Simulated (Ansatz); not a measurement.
Nudged elastic band run: C2H5FSSi

Input file:

```yaml
crystal:
  periodic: [false, false, false]
  atoms:
    - { symbol: F, position_ang: [-1.019488, -0.888214, 1.719234] }
    - { symbol: Si, position_ang: [0.189734, -1.587274, 0.677456] }
    - { symbol: S, position_ang: [2.0988, -0.62133, 1.569051] }
    - { symbol: C, position_ang: [-0.597245, -0.106858, -1.415207] }
    - { symbol: C, position_ang: [-0.296583, 1.006756, -0.697673] }
    - { symbol: H, position_ang: [1.527498, 0.305941, 2.436333] }
    - { symbol: H, position_ang: [-1.595835, -0.555944, -1.385811] }
    - { symbol: H, position_ang: [0.104078, -0.532712, -2.139904] }
    - { symbol: H, position_ang: [-1.013273, 1.444217, 0.003642] }
    - { symbol: H, position_ang: [0.685514, 1.484118, -0.764221] }
basis:
  gaussian: { orbitals: "6-31G" }
hamiltonian:
  xc: pbe
  dispersion: d4
neb:
  order_check: false
  images: 5
  f_tol: 0.05
  max_iterations: 39
  initial_path: idpp
  spring: 50.0
  final_atoms:
    - { symbol: F, position_ang: [-1.38239299, -0.97842165, 1.41803725] }
    - { symbol: Si, position_ang: [0.20974863, -1.3996146, 0.85650225] }
    - { symbol: S, position_ang: [1.37685332, 0.07735164, 2.22551517] }
    - { symbol: C, position_ang: [-0.56833628, -0.12778348, -1.41695031] }
    - { symbol: C, position_ang: [-0.33802862, 1.01744404, -0.72446938] }
    - { symbol: H, position_ang: [2.63672296, -0.44902951, 1.96078625] }
    - { symbol: H, position_ang: [-1.51534923, -0.66931003, -1.32040377] }
    - { symbol: H, position_ang: [0.13732949, -0.50693511, -2.16310681] }
    - { symbol: H, position_ang: [-1.05981169, 1.39448138, 0.00648048] }
    - { symbol: H, position_ang: [0.58646441, 1.59051731, -0.83949113] }
```

Command:

```bash
$ ansatz run input.yaml --threads 1 --pin off --max-ram 2048MiB --backend cpu --events-out ev --progress --plain --runs-dir out
```

Output, in part (warnings, iteration lines, the closing report on the highest movable image, with atoms numbered from 0):

```
NEB end point (image 0): max|allowed force component| = 6.752e-3 eV/Å (the criterion of neb.relax_end_points is 1.000e-2)
NEB end point (image 6): max|allowed force component| = 1.179e-2 eV/Å (the criterion of neb.relax_end_points is 1.000e-2)
NEB iter   1: max|band force component| = 1.590e0 eV/Å  barrier→ = 1.2886 eV  barrier← = 1.2692 eV  Δτ_max = 0.1939 Å  (186 SCF iters)
NEB iter   2: max|band force component| = 9.512e-1 eV/Å  barrier→ = 1.0078 eV  barrier← = 0.9884 eV  Δτ_max = 0.1983 Å  (151 SCF iters)
NEB iter   3: max|band force component| = 6.381e-1 eV/Å  barrier→ = 0.9170 eV  barrier← = 0.8976 eV  Δτ_max = 0.2000 Å  (156 SCF iters)
NEB iter   4: max|band force component| = 5.165e-1 eV/Å  barrier→ = 0.7180 eV  barrier← = 0.6986 eV  Δτ_max = 0.2000 Å  (158 SCF iters)
NEB iter   5: max|band force component| = 6.008e-1 eV/Å  barrier→ = 0.5685 eV  barrier← = 0.5491 eV  Δτ_max = 0.1025 Å  (142 SCF iters)
NEB iter   6: max|band force component| = 5.492e-1 eV/Å  barrier→ = 0.4815 eV  barrier← = 0.4621 eV  Δτ_max = 0.1015 Å  (141 SCF iters)
NEB iter   7: max|band force component| = 3.604e-1 eV/Å  barrier→ = 0.4262 eV  barrier← = 0.4068 eV  CI = image 3  Δτ_max = 0.1000 Å  (145 SCF iters)
NEB iter   8: max|band force component| = 3.109e-1 eV/Å  barrier→ = 0.3914 eV  barrier← = 0.3720 eV  CI = image 3  Δτ_max = 0.1995 Å  (139 SCF iters)
NEB iter   9: max|band force component| = 3.590e-1 eV/Å  barrier→ = 0.3366 eV  barrier← = 0.3172 eV  CI = image 3  Δτ_max = 0.1995 Å  (140 SCF iters)
NEB iter  10: max|band force component| = 5.208e-1 eV/Å  barrier→ = 0.2925 eV  barrier← = 0.2731 eV  CI = image 3  Δτ_max = 0.1993 Å  (146 SCF iters)
NEB iter  11: max|band force component| = 3.845e-1 eV/Å  barrier→ = 0.2880 eV  barrier← = 0.2686 eV  CI = image 3  Δτ_max = 0.1481 Å  (143 SCF iters)
NEB iter  12: max|band force component| = 2.258e-1 eV/Å  barrier→ = 0.2760 eV  barrier← = 0.2566 eV  CI = image 3  Δτ_max = 0.0844 Å  (142 SCF iters)
NEB iter  13: max|band force component| = 1.771e-1 eV/Å  barrier→ = 0.2739 eV  barrier← = 0.2545 eV  CI = image 3  Δτ_max = 0.0914 Å  (145 SCF iters)
NEB iter  14: max|band force component| = 1.264e-1 eV/Å  barrier→ = 0.2737 eV  barrier← = 0.2543 eV  CI = image 3  Δτ_max = 0.0442 Å  (145 SCF iters)
NEB iter  15: max|band force component| = 7.042e-2 eV/Å  barrier→ = 0.2715 eV  barrier← = 0.2521 eV  CI = image 3  Δτ_max = 0.0111 Å  (140 SCF iters)
NEB iter  16: max|band force component| = 4.648e-2 eV/Å  barrier→ = 0.2713 eV  barrier← = 0.2519 eV  CI = image 3  Δτ_max = 0.0000 Å  (256 SCF iters)
Total energy: -23568.28133344 eV, -866.1183638492 hartree
Atom 0 at    -1.491938    -1.329960     1.322642 Å, force    -0.001313     0.000906    -0.001967 eV/Å
Atom 1 at     0.092780    -1.573597     0.640586 Å, force    -0.003396    -0.007922    -0.010541 eV/Å
Atom 2 at     1.457337    -0.381133     2.186344 Å, force     0.005677     0.001412     0.015094 eV/Å
Atom 3 at    -0.374827    -0.168329    -1.291527 Å, force    -0.021249    -0.006386    -0.002534 eV/Å
Atom 4 at    -0.191714     0.952428    -0.523515 Å, force     0.009843    -0.006246    -0.004634 eV/Å
Atom 5 at     1.800433     0.749532     1.459086 Å, force     0.000727     0.006401    -0.003345 eV/Å
Atom 6 at    -1.366767    -0.622601    -1.393945 Å, force     0.002801     0.002966     0.005859 eV/Å
Atom 7 at     0.383916    -0.506431    -2.003854 Å, force     0.009939     0.007113     0.001161 eV/Å
Atom 8 at    -0.982808     1.331581     0.129384 Å, force    -0.002626     0.004332     0.002870 eV/Å
Atom 9 at     0.756789     1.497210    -0.522301 Å, force    -0.000403    -0.002576    -0.001965 eV/Å
Dipole moment:    -0.009374     0.358175    -0.914754 e Å
```

The run converged. Another band between the same ends (5 images) ends at a top of the same energy, where a vibrational analysis finds 1 clearly imaginary mode. Limits of this set-up: no polarisation functions.

Final band (atoms are numbered from 1 in the order of the input):

```tsv
image	path coordinate (Å)	energy (eV)	dihedral F1–Si2–S3–H6 (°)
0	0.00	0.000	-9
1	0.63	0.030	-28
2	1.26	0.154	-63
3	1.90	0.271	-107
4	2.55	0.161	-148
5	3.20	0.052	-176
6	3.85	0.019	169
```

The run took 11 min on 1 CPU thread of a shared host.
